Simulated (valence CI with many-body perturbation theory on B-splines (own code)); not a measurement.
**E1 transitions of La⁶⁺**

Computed by configuration interaction combined with many-body perturbation theory (CI+MBPT): five valence electrons over a frozen Dirac-Fock core [Kr] 4d10, radial functions for each j: 7 s, 7 p, 7 d, 7 f, 4 g, 2 h, with the one-electron correlation potential Σ1 (screened to all orders), the two-electron term Σ2, the three-electron term Σ3, Breit, model QED; selected single and double excitations, second order for the rest, scaled by the run's own slope (own B-spline code, finite nucleus).

With an open or low-lying f shell, different configurations can be misplaced against each other by up to about 5,000 cm⁻¹. No measured levels were compared; by estimate levels hold to about 250 cm⁻¹ or 0.2 % of their energy and the worst to 1 %, as in measured heavy ions of charge 2 to 7; those with d or f electrons hold less well. Among the levels kept, up to 2200 cm⁻¹ of a level comes from second order outside the variational space, and about a tenth of that is noise between levels of different J, which matters for small intervals.

Lines 251 to 300 of 529 in falling wavelength, among levels below 326350 cm⁻¹, chosen from the strongest by gf and those to the six lowest levels. Wavelengths and rates use the calculated energies, so an error of 300 cm⁻¹ moves a line at 56.36 nm by 0.17 % and its rate by three times that or more. Electric multipoles are in the length gauge, E1 and E2 with the static RPA response of the core. Weak lines are less certain than strong ones. Lines between different terms over intervals too small for the method are left out, as are lines whose strength nearly cancels. Where a level lies close to another of its J and parity, the split of strength between their lines is uncertain. The highest levels of a list are the least certain.

Names give the largest LS component (configuration and term), which can be under half, so a name can repeat, a term be missing and a line seem to break the LS rules; names also repeat where a configuration has a term twice. Letters in brackets count levels of one name in rising energy.

| λ vac (nm) | Upper | Lower | A (s⁻¹) | log gf | Branch % |
| --- | --- | --- | --- | --- | --- |
| 56.36 | 4f5s5p³ ⁴F_5/2 [d] | 4f5s²5p² ⁴D°_3/2 | 3.87e+08 | -0.96 | 4.8 |
| 56.35 | 4f5s5p³ ⁴F_5/2 [d] | 4f5s²5p² ²F°_7/2 [a] | 5.87e+08 | -0.78 | 7.2 |
| 56.34 | 4f5s5p³ ⁴F_7/2 [d] | 4f5s²5p² ²G°_9/2 [b] | 3.86e+08 | -0.83 | 3.7 |
| 56.26 | 4f5s5p³ ⁴F_9/2 [d] | 4f5s²5p² ²G°_9/2 [b] | 4.73e+08 | -0.65 | 4.1 |
| 56.25 | 4f5s5p³ ⁴F_5/2 [d] | 4f5s²5p² ²F°_5/2 [a] | 1.25e+09 | -0.45 | 15.4 |
| 56.21 | 5s²5p²5d ²P_3/2 [a] | 5s²5p³ ²D°_3/2 | 1.00e+08 | -1.72 | 5.4 |
| 55.97 | 4f5s5p³ ²F_7/2 [b] | 4f5s²5p² ²D°_5/2 [a] | 2.41e+08 | -1.04 | 7.8 |
| 55.93 | 4f5s5p³ ²D_3/2 [a] | 4f5s²5p² ⁴G°_5/2 | 3.25e+08 | -1.21 | 1.9 |
| 55.87 | 5s²5p²5d ²D_5/2 [c] | 4f5s²5p² ⁴G°_5/2 | 6.75e+07 | -1.72 | 0.2 |
| 55.84 | 5s²5p²5d ⁴F_5/2 | 5s²5p³ ²D°_5/2 | 8.70e+07 | -1.61 | 3.8 |
| 55.79 | 4f5s5p³ ²D_5/2 [b] | 4f5s²5p² ²G°_7/2 | 6.77e+08 | -0.72 | 15.5 |
| 55.79 | 4f5s5p³ ²D_5/2 [b] | 4f5s²5p² ²D°_3/2 [a] | 7.95e+08 | -0.65 | 18.2 |
| 55.78 | 4f5s5p³ ²F_7/2 [c] | 4f5s²5p² ²F°_7/2 [a] | 2.04e+09 | -0.12 | 16.0 |
| 55.73 | 4f5s5p³ ²G_7/2 [b] | 4f5s²5p² ⁴G°_9/2 | 4.76e+08 | -0.75 | 14.7 |
| 55.72 | 4f5s5p³ ²G_7/2 [b] | 4f5s²5p² ⁴D°_7/2 | 2.23e+08 | -1.08 | 6.9 |
| 55.70 | 4f5s5p³ ²G_9/2 [c] | 4f5s²5p² ⁴G°_11/2 | 1.17e+09 | -0.26 | 33.6 |
| 55.49 | 5s5p⁴ ²P_1/2 | 5s²5p³ ²D°_3/2 | 2.76e+09 | -0.59 | 58.4 |
| 55.43 | 4f5s5p³ ⁴F_5/2 [c] | 4f5s²5p² ⁴G°_7/2 [a] | 2.33e+08 | -1.19 | 5.2 |
| 55.36 | 5s²5p²5d ²P_3/2 [b] | 5s²5p³ ²P°_3/2 | 3.11e+08 | -1.24 | 1.3 |
| 55.17 | 5s²5p²5d ⁴D_3/2 | 5s²5p³ ²P°_1/2 | 1.08e+08 | -1.71 | 2.3 |
| 55.11 | 5s²5p²6s ⁴P_5/2 | 4f5s²5p² ²F°_7/2 [a] | 2.70e+08 | -1.13 | 1.8 |
| 55.05 | 4f5s5p³ ⁴F_3/2 [e] | 4f5s²5p² ⁴D°_1/2 | 1.19e+09 | -0.67 | 9.7 |
| 55.02 | 5s²5p²6s ⁴P_5/2 | 4f5s²5p² ²F°_5/2 [a] | 4.49e+08 | -0.91 | 2.9 |
| 55.00 | 4f5s5p³ ²G_9/2 [d] | 4f5s²5p² ⁴G°_11/2 | 3.11e+09 | 0.15 | 42.6 |
| 54.96 | 4f5s5p³ ⁴F_3/2 [e] | 4f5s²5p² ⁴D°_3/2 | 1.82e+09 | -0.48 | 14.8 |
| 54.91 | 4f5s5p³ ²G_9/2 [c] | 4f5s²5p² ²G°_9/2 [a] | 1.89e+08 | -1.07 | 5.4 |
| 54.85 | 4f5s5p³ ⁴F_3/2 [e] | 4f5s²5p² ²F°_5/2 [a] | 9.69e+08 | -0.76 | 7.9 |
| 54.83 | 5s²5p²5d ⁴F_3/2 | 5s²5p³ ²D°_3/2 | 3.91e+08 | -1.15 | 13.3 |
| 54.80 | 4f5s5p³ ²F_5/2 [b] | 4f5s²5p² ⁴G°_7/2 [a] | 4.07e+08 | -0.96 | 6.9 |
| 54.78 | 4f5s5p³ ²F_5/2 [c] | 4f5s²5p² ²F°_5/2 [a] | 1.74e+09 | -0.33 | 13.2 |
| 54.69 | 4f5s5p³ ⁴F_3/2 [d] | 4f5s²5p² ⁴F°_3/2 | 4.18e+08 | -1.13 | 5.2 |
| 54.66 | 4f5s5p³ ⁴F_9/2 [c] | 4f5s²5p² ⁴G°_7/2 [a] | 6.80e+08 | -0.52 | 22.6 |
| 54.46 | 4f5s5p³ ²F_7/2 [c] | 4f5s²5p² ²G°_9/2 [a] | 3.13e+09 | 0.05 | 24.6 |
| 54.37 | 4f5s5p³ ⁴F_7/2 [d] | 4f5s²5p² ²F°_7/2 [a] | 1.24e+09 | -0.36 | 12.0 |
| 54.37 | 4f5s5p³ ⁴F_7/2 [c] | 4f5s²5p² ⁴G°_5/2 | 1.15e+08 | -1.39 | 5.3 |
| 54.33 | 4f5s5p³ ⁴F_5/2 [d] | 4f5s²5p² ⁴F°_3/2 | 6.63e+08 | -0.75 | 8.1 |
| 54.22 | 4f5s5p³ ²G_9/2 [d] | 4f5s²5p² ²G°_9/2 [a] | 1.66e+09 | -0.14 | 22.7 |
| 54.09 | 4f5s5p³ ²F_7/2 [c] | 4f5s²5p² ⁴D°_5/2 | 7.41e+08 | -0.58 | 5.8 |
| 54.07 | 4f5s5p³ ⁴F_3/2 [c] | 4f5s²5p² ⁴G°_5/2 | 1.16e+09 | -0.69 | 14.0 |
| 53.78 | 4f5s5p³ ⁴F_9/2 [d] | 4f5s²5p² ⁴G°_11/2 | 3.98e+09 | 0.24 | 34.7 |
| 53.78 | 4f5s5p³ ²D_5/2 [b] | 4f5s²5p² ²F°_7/2 [a] | 4.61e+08 | -0.92 | 10.6 |
| 53.76 | 4f5s5p³ ²G_9/2 [c] | 4f5s²5p² ⁴G°_9/2 | 1.90e+08 | -1.09 | 5.4 |
| 53.73 | 4f5s5p³ ²F_5/2 [b] | 4f5s²5p² ⁴G°_5/2 | 2.20e+08 | -1.24 | 3.7 |
| 53.65 | 5s²5p²5d ⁴P_3/2 | 5s²5p³ ²P°_3/2 | 2.36e+08 | -1.39 | 0.6 |
| 53.44 | 4f5s5p³ ⁴F_3/2 [d] | 4f5s²5p² ²D°_5/2 [a] | 3.76e+08 | -1.19 | 4.7 |
| 53.33 | 4f5s5p³ ⁴G_7/2 [b] | 4f5s²5p² ⁴G°_5/2 | 6.53e+07 | -1.65 | 2.3 |
| 53.33 | 4f5s5p³ ²F_7/2 [c] | 4f5s²5p² ⁴G°_9/2 | 2.73e+09 | -0.03 | 21.4 |
| 53.31 | 4f5s5p³ ²F_7/2 [c] | 4f5s²5p² ⁴D°_7/2 | 2.86e+08 | -1.01 | 2.2 |
| 53.27 | 5s²5p²5d ⁴P_1/2 | 5s²5p³ ²P°_3/2 | 3.51e+08 | -1.52 | 0.9 |
| 53.18 | 5s²5p²6s ⁴P_5/2 | 4f5s²5p² ⁴F°_3/2 | 4.20e+08 | -0.97 | 2.7 |

(1) How does gf follow from A for the line at 56.26 nm?

## Answers

(1) gf = 1.4992 × (2J+1)_upper × A / σ², with σ = 177749 cm⁻¹ and 2J+1 = 10: gf = 0.225.
